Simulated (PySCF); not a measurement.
## PbCl₄: from structure and modes to constants

These are results of PBE/[Pb def2-TZVP with ECP60, Cl def2-TZVP], scalar-relativistic core potentials, density fitting, no spin–orbit coupling, PySCF, not measurements.

The singlet minimum has Td symmetry. Masses (u): Pb 207.97664, Cl 34.96885.

```xyz
5
charge 0 multiplicity 1, angstrom
Pb    0.0000    0.0000    0.0000
Cl    1.3942    1.3942    1.3942
Cl   -1.3942    1.3942   -1.3942
Cl    1.3942   -1.3942   -1.3942
Cl   -1.3942   -1.3942    1.3942
```

Harmonic wavenumbers (cm⁻¹): 74.7 (e, ×2), 94.4 (t2, ×3), 303.4 (a1, ×1), 326.7 (t2, ×3).

Problem. Find the vibrational entropy and heat capacity at 298.15 K.

Solution. With u = 1.43878 ω/T, each mode gives S = R[u/(eᵘ−1) − ln(1−e⁻ᵘ)] and C = R u² eᵘ/(eᵘ−1)².
| ω (cm⁻¹) | u | S (J/(mol K)) | C (J/(mol K)) |
| --- | --- | --- | --- |
| 74.7 (×2) | 0.361 | 16.84 | 8.22 |
| 94.4 (×3) | 0.456 | 14.92 | 8.17 |
| 303.4 | 1.464 | 5.85 | 6.98 |
| 326.7 (×3) | 1.577 | 5.34 | 6.79 |
The sums over all modes are S = 100.3 and C = 68.3 J/(mol K); the softest mode gives 17 % of the entropy (each member, where degenerate).

Problem. Give the standard entropy (298.15 K, 1 bar) by its translational, rotational, vibrational and spin parts, and Cp.

Solution. Sackur–Tetrode with M = 347.85 u gives 181.8; rotation with symmetry number 12 gives 106.4; vibration 100.3; spin R ln 1 = 0.0. The total is 388.6 J/(mol K), and Cp = 4 R + 68.3 = 101.6 J/(mol K).

Spin–orbit coupling, left out here, can matter for elements this heavy.
